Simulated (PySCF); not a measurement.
Cost of one run: EPR job, `CC1=[C]C(F)=C(F)C=C1` [radical].

Method: UKS B3LYP, pcH-1 on C F H, non-relativistic, mean-field spin-orbit, GIAO (PySCF 2.14.0). Geometry: GFN2-xTB. Work: unrestricted SCF, g, hyperfine, density and orbital grids written, density fitting. A driver script takes a list of jobs; this job's settings line and coordinates (Å) are shown.

Command:
```bash
OMP_NUM_THREADS=1 python probes_run.py task.json out
```

Input:
```
{"job": {"kind": "epr", "basis": "pcH-1"}, "charge": 0, "multiplicity": 2}
C      2.234254    -0.527607    -0.047532
C      0.761516    -0.263826    -0.031837
C     -0.165562    -1.267546    -0.082601
C     -1.516988    -1.100581    -0.059688
F     -2.379002    -2.125119    -0.115220
C     -1.999370     0.211817     0.025820
F     -3.324211     0.435349     0.052912
C     -1.112322     1.269499     0.080080
C      0.249520     1.034984     0.051729
H      2.548916    -0.924895     0.917067
H      2.477888    -1.266537    -0.807362
H      2.788810     0.385850    -0.244145
H     -1.502616     2.272912     0.143694
H      0.938489     1.865226     0.094918
```

Hardware: one thread of an Arm Neoverse V1, shared host. PySCF's memory limit was set to 1600 MB.

Task: How large is the basis?

Result: 275 functions.

Task: Which is nearest to the wall time?
A. 8.7 s
B. 1.2 s
C. 70 s

Result: C. The run took 70 s. CPU seconds by part: SCF 33, spin–orbit mean field 3, g tensor 27, hyperfine 0.2.

Task: Estimate the peak memory.

Result: About 1.0 GiB. Peak memory is the resident size of the whole Python process, interpreter and libraries included.

Other jobs ran on the host; a repeat could differ by tens of per cent or more.

The run converged: ⟨S²⟩ 0.757; g_iso 2.0021.
